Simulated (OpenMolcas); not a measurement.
An OpenMolcas run meant for Hg (ANO-R2, X2C; inactive shells 1s 2s 2p 3s 3p 3d 4s 4p 4d 4f 5s 5p 5d; intended active space 2 electrons in 4 orbitals (6s 6p)). One step of its input:

```
&CASPT2
Multistate=1 1
Frozen=15 19
IPEA=1.5
Imaginary=0.1
MaxIter=60
WThr=0.0 0.3 0.05
PrWF=0.5
NoMix
```

The run finished. Its levels beside those of a sound run (SS-CASPT2, IPEA 0.25 Eh, imaginary shift 0.1 Eh (closed shells correlated: 5d)), in cm-1 above each run's lowest level:

```csv
Level,This run,Usual run
6s2 1S0,0.0,0.0
6s 6p 3P* 0,52156,51084
6s 6p 3P* 1,55949,54877
6s 6p 3P* 2,63535,62463
```

Q: Which setting is unsound, and how much does it matter here?

A: The IPEA shift is far above its usual 0.25 hartree. Against the sound run the excited levels shown move by 1100 cm-1 on average and by 1100 cm-1 at most.

Some high roots are left out of the spin-orbit mixing, which shifts the levels that they would mix with. Spin-orbit splittings of 6p shells tend to come out small when the coupling is added on scalar orbitals. The ANO-R sets hold no well-fitted valence p shell for this element, so s → p excitations can come out far too high. Levels of configurations outside the active space are missing.

* marks odd parity.
